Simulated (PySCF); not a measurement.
Telling isomers of C₈H₈O₂ apart by NMR

Method: geometry from GFN2-xTB, shielding tensors at PBE0/pcSseg-1 (GIAO), in PySCF (one conformer, no relativistic terms, no solvent, fast rotation and ring inversion assumed for equivalent nuclei).

References, each an isolated molecule treated in the same way: TMS for ¹H (σ = 31.72 ppm) and ¹³C (σ = 186.93 ppm). Where no couplings were computed, multiplicities follow the n + 1 count of equivalent neighbours, and m marks all less simple cases (inequivalent or close neighbours, rings, F or P nearby). Acid and N–H amide carbonyl carbons lie up to 10 ppm further downfield in solution (hydrogen bonding). Shifts are as computed. Against solution values, carbons near 30 ppm lie about +3 ppm off and those near 130 ppm about +5 ppm. Of 1211 compounds with measured shifts, 218 miss one by over three times the rms of a fit or turn the order of signals round; such compounds aren't used in these exercises. OH and NH positions are gas-phase values without hydrogen bonding to other molecules.

(1) Tabulate the signals of `C/C=C/C=C/C#CC(=O)O`, `c1ccc2c(c1)OCCO2` and their relative energies.

(2) What is the quickest way to tell C/C=C/C=C/C#CC(=O)O from c1ccc2c(c1)OCCO2?

## Answers

(1) 
```tsv
SMILES	carbon types	δC	δH	E rel. (kcal/mol)
C/C=C/C=C/C#CC(=O)O	3×C 4×CH 1×CH3	160.5, 158.8, 149.5, 138.4, 112.3, 95.5, 92.3, 23.4	7.19 (m, 1H), 6.52 (m, 1H), 6.38 (m, 1H), 6.15 (br s, 1H), 5.78 (d, 1H), 2.10 (d, 3H)	42.1
c1ccc2c(c1)OCCO2	2×C 4×CH 2×CH2	150.2, 126.5, 123.5, 67.3	7.24 (m, 2H), 7.15 (m, 2H), 4.16 (s, 4H)	0.0
```

Energies are electronic energies at PBE0/pcSseg-1 on these geometries, without zero-point or thermal terms, each for the one conformer computed, which needn't be the lowest.

(2) Count the carbon signals: 8 against 4. The first has an allylic methyl carbon (CH3) at 23.4 ppm, the second an sp3 CH2 bonded to O at 67.3 ppm. Their most deshielded carbons lie at 160.5 and 150.2 ppm.
